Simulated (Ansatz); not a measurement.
WS2(NH2)2 (WS₂N₂H₄). The state is a triplet with charge 0. Geometry PBE-D4/def2-SVP, that of the neutral singlet; atoms count from 1.

```csv
atom,x (Å),y (Å),z (Å)
W1,0.614,-0.052,0.066
S2,2.009,0.428,-1.510
S3,1.544,-0.727,1.893
N4,-0.542,-1.480,-0.576
H5,-1.007,-2.163,0.030
H6,-0.790,-1.623,-1.560
N7,-0.399,1.560,0.475
H8,-0.606,2.299,-0.204
H9,-0.823,1.759,1.386
```

In the def2 sets W takes a core potential; there is no spin–orbit coupling. At PBE0-D4/def2-TZVP a singlet of charge 0 lies 2.51 eV below the triplet at the same geometry.

Question: Estimate the Mulliken populations from the PBE0/def2-TZVP orbitals of Ansatz.

Answer: 
| atom | charge (e) | spin (α − β) | d electrons |
| --- | --- | --- | --- |
| W1 | 0.96 | 0.57 | 4.01 |
| S2 | -0.28 | 0.73 | – |
| S3 | -0.28 | 0.73 | – |
| N4 | -0.71 | -0.04 | – |
| H5 | 0.26 | 0.02 | – |
| H6 | 0.26 | 0.02 | – |
| N7 | -0.71 | -0.04 | – |
| H8 | 0.26 | 0.02 | – |
| H9 | 0.26 | 0.02 | – |
Mulliken values and Mayer orders depend strongly on the basis.

Question: Where does the spin sit?

Answer: Summed by element: W 0.57, S 1.46, N -0.09, H 0.06, of 2 unpaired in all. Largest on single atoms: S3 0.73, S2 0.73, W1 0.57.

Question: And the Mayer bond orders between bonded heavy atoms (over 0.3)?

Answer: W1–S2 1.70 (2.16 Å); W1–S3 1.70 (2.16 Å); W1–N4 1.16 (1.95 Å); W1–N7 1.16 (1.95 Å).
